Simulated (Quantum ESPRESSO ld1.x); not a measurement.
All-electron atom: Cr+ in [Ar] 3d4.5 4s0.5 (fractional occupations, a model configuration). Method: scalar-relativistic Kohn-Sham, LDA (Slater exchange, VWN5 correlation), spin-polarised, spherical densities, point nucleus; open shells are filled with parallel spins first; computed with ld1.x of Quantum ESPRESSO 7.5.

Unscreened Slater integrals over Kohn-Sham orbitals (hartree). They are taken over the spin-up orbitals.

| integral | value |
|---|---|
| F0(4s,4s) | 0.31076 |
| F0(4s,3d) | 0.38468 |
| G2(4s,3d) | 0.060811 |
| F0(4s,3p) | 0.39902 |
| G1(4s,3p) | 0.025548 |
| F0(4s,3s) | 0.40122 |
| G0(4s,3s) | 0.017990 |
| F0(3d,3d) | 0.71217 |
| F2(3d,3d) | 0.31876 |
| F4(3d,3d) | 0.19629 |
| F0(3d,3p) | 0.80792 |
| F2(3d,3p) | 0.37107 |
| G1(3d,3p) | 0.46129 |
| G3(3d,3p) | 0.27588 |
| F0(3d,3s) | 0.82901 |
| G2(3d,3s) | 0.34606 |
| F0(3p,3p) | 0.93931 |
| F2(3p,3p) | 0.46814 |
| F0(3p,3s) | 0.96773 |
| G1(3p,3s) | 0.64019 |
| F0(3s,3s) | 0.99908 |

Derived for the open shells (J is the average intra-shell exchange parameter used in DFT+U). 3d: Racah B = F2/49 - 5 F4/441 = 0.004280 hartree, C = 35 F4/441 = 0.01558 hartree, C/B = 3.64, F4/F2 = 0.616, J = (F2 + F4)/14 = 0.03679 hartree.
